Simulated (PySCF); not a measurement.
Nuclear quadrupole coupling in `CC[C@H]1C=CCS1(=O)=O`

Compound: C6H10O2S.
Cartesian coordinates in Å at the GFN2-xTB level; atoms count from 1:
```xyz
19
C6H10O2S angstrom
C      2.4839    0.4759   -0.2287
C      1.4916   -0.2578    0.6643
C      0.2131   -0.5650   -0.0916
C     -0.8548   -1.2210    0.7007
C     -2.1064   -0.8203    0.5095
C     -2.3360    0.2458   -0.4908
S     -0.6545    0.9907   -0.5850
O     -0.3454    1.3810   -1.9339
O     -0.5137    1.9878    0.4378
H      2.7652   -0.1410   -1.0798
H      2.0342    1.3925   -0.6022
H      3.3824    0.7287    0.3287
H      1.2341    0.3740    1.5169
H      1.9340   -1.1850    1.0395
H      0.4109   -1.0683   -1.0394
H     -0.5844   -1.9547    1.4439
H     -2.9360   -1.2051    1.0814
H     -2.5482   -0.1252   -1.4904
H     -3.0798    0.9763   -0.1884
```

Field gradients from the PBE0/pcSseg-1 density (PySCF, non-relativistic), principal values in atomic units, ordered |Vxx| ≤ |Vyy| ≤ |Vzz|:

```
atom      Vxx      Vyy     Vzz
  S7  -0.0956  -0.1078  0.2034
  O8  -0.6264  -0.7026  1.3290
  O9  -0.6118  -0.6983  1.3101
```

**Question.** Find the asymmetry η = (Vxx − Vyy)/Vzz and the couplings χ = eQV/h (234.96 MHz × Q in barn × V in au), with Q(33S) = −0.0678 b, Q(17O) = −0.0256 b.

**Answer.** 
```
atom      environment  nucleus     η  χzz (MHz)  χxx (MHz)  χyy (MHz)
  S7  sulfonyl sulfur      33S  0.06     -3.240      1.523      1.717
  O8  sulfonyl oxygen      17O  0.06      -7.99       3.77       4.23
  O9  sulfonyl oxygen      17O  0.07      -7.88       3.68       4.20
```

The tensor is traceless: Vxx + Vyy + Vzz = 0.

**Question.** What is Vzz at O8 in SI units (1 au = 9.71736 × 10²¹ V/m²)?

**Answer.** 1.3290 au = 12.914 × 10²¹ V/m².

**Question.** What couplings would deuterons (Q(2H) = 0.00286 b) have in place of the hydrogens, at this geometry?

**Answer.** 
```tsv
atom	bonded to	bond length (Å)	Vzz (au)	η	χzz (kHz)
H10	C1	1.088	0.3132	0.03	210
H11	C1	1.087	0.3059	0.06	206
H12	C1	1.087	0.3161	0.02	212
H13	C2	1.092	0.2961	0.04	199
H14	C2	1.094	0.3013	0.03	202
H15	C3	1.091	0.2991	0.02	201
H16	C4	1.079	0.3303	0.06	222
H17	C5	1.079	0.3306	0.06	222
H18	C6	1.087	0.3078	0.02	207
H19	C6	1.085	0.3123	0.02	210
```

The structure is a single GFN2-xTB conformer in the gas phase; no vibrational or solvent corrections. GFN2-xTB bond lengths can be off by several hundredths of an ångström, more for odd bonds, and the gradients follow them. A larger basis could move these couplings by a tenth or more.
